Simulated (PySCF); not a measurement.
Compound: C₆H₁₀O₂ (charge -1 and doublet state).
Cartesian coordinates in Å at the GFN2-xTB level; atoms count from 1:
```
atom  x, y, z in Å
C1     2.1184   -0.2668    0.4662
C2     0.7711    0.0848   -0.1587
C3    -0.2198   -1.0736   -0.0696
C4    -1.5675   -0.6373   -0.6478
C5    -2.0859    0.6013    0.0858
O6    -3.3100    0.9720   -0.0010
O7    -1.0572    1.6911   -0.0546
C8     0.1375    1.3133    0.5222
H9     2.5523   -1.1393   -0.0233
H10    1.9954   -0.4940    1.5245
H11    2.8172    0.5646    0.3747
H12    0.9207    0.3331   -1.2168
H13   -0.3487   -1.3518    0.9813
H14    0.1758   -1.9495   -0.6043
H15   -1.4355   -0.4593   -1.7337
H16   -2.3079   -1.4345   -0.5334
H17    0.0103    1.0796    1.6006
H18    0.8250    2.1726    0.4428
```

The hyperfine couplings belong to this conformer and change with its torsions.

As a line formula: `C1C[C]([O-])OC[C@H]1C` [radical] (charge -1).

Level of theory: UKS B3LYP, pcH-1 on C H O, non-relativistic, mean-field spin-orbit, GIAO in PySCF. Whether the extra electron is bound in the gas phase wasn't checked; a finite basis holds it in any case. A GFN2-xTB geometry isn't a minimum of the functional, and hyperfine couplings can be far from their values at a DFT geometry, by a factor of two or more for some ions and for spin on atoms past the first row. The SCF solution wasn't tested for stability.

Q: Where do the isotropic ENDOR lines of H15, H17, H14, H13 and H18 fall at 3365.6 mT, to first order?

A: ν± = |νn ± a/2|, one line for each electron-spin manifold; νn = |g_N| × 7.62259 MHz/T × B.

```csv
nuclei,isotope,g_N,νn (MHz),a_iso (MHz),lower line (MHz),upper line (MHz)
H15,1H,5.5857,143.30,45.78,120.41,166.19
H17,1H,5.5857,143.30,-4.35,141.13,145.47
H14,1H,5.5857,143.30,-1.75,142.42,144.18
H13,1H,5.5857,143.30,-1.73,142.43,144.16
H18,1H,5.5857,143.30,-1.20,142.70,143.90
```

Q: Which pairs are centred on the nuclear Larmor frequency, and which on half the coupling?

A: Centred on νn, since |a| < 2νn: H15, H17, H14, H13 and H18. No pair has |a| > 2νn.

Largest spin populations (Mulliken): C5 (+0.53), O6 (+0.28) and H15 (+0.10). The angles at C5 add up to 345.6°, so it is pyramidal.
